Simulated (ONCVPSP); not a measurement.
**Transferability test, ONCV potential for rhenium (Re)**

Re (Z = 75), optimised norm-conserving Vanderbilt (ONCV), made with ONCVPSP 4.0.1 (PBE, scalar-relativistic). Core [Kr] 4d10, reference 4f14 5s2 5p6 5d5 6s2. Waves: 5s+6s: rc 1.50 bohr, ncon 4, nbas 7, qcut 6.7 1/bohr, 2 projectors; 5p: rc 1.10 bohr, ncon 3, nbas 7, qcut 7.6 1/bohr, 2 projectors, debl 2.5 Ha; 5d: rc 1.85 bohr, ncon 4, nbas 9, qcut 4.9 1/bohr, 2 projectors, debl 1.4 Ha; 4f: rc 0.90 bohr, ncon 4, nbas 9, qcut 20.5 1/bohr, 1 projector. Local part: polynomial inside 0.70 bohr (lpopt 5, dvloc0 0 Ha). Core correction: none.

Energies are relative to the spin-unpolarised reference configuration 4f14 5s2 5p6 5d5 6s2; without spin polarisation the order of configurations can differ from experiment.

```tsv
valence configuration	charge	ΔE all-electron (eV)	error AE − PS (meV)
4f14 5s2 5p6 5d5 6s0	+2	25.571	-12
4f14 5s2 5p6 5d4 6s0	+3	52.699	-15
4f14 5s2 5p6 5d3 6s0	+4	92.057	-12
```

(1) What are ΔE and the potential's error for 4f14 5s2 5p6 5d5 6s1?

Levels in the configuration 4f14 5s2 5p6 5d5 6s1:

```csv
level,all-electron (eV),pseudo (eV)
4f,-50.069,-50.142
5s,-93.025,-93.045
5p,-54.811,-54.813
5d,-12.942,-12.942
6s,-12.683,-12.685
```

Note: ghosts flagged at negative energy: s at -480.5 eV, d at -1345.3 eV, p at -6.7 eV; no localised positive-energy state flagged. A true bound ghost makes a file unfit for plane-wave use.

Results:

(1) ΔE = 9.248 eV all-electron; the error (AE − PS) is -3.7 meV.
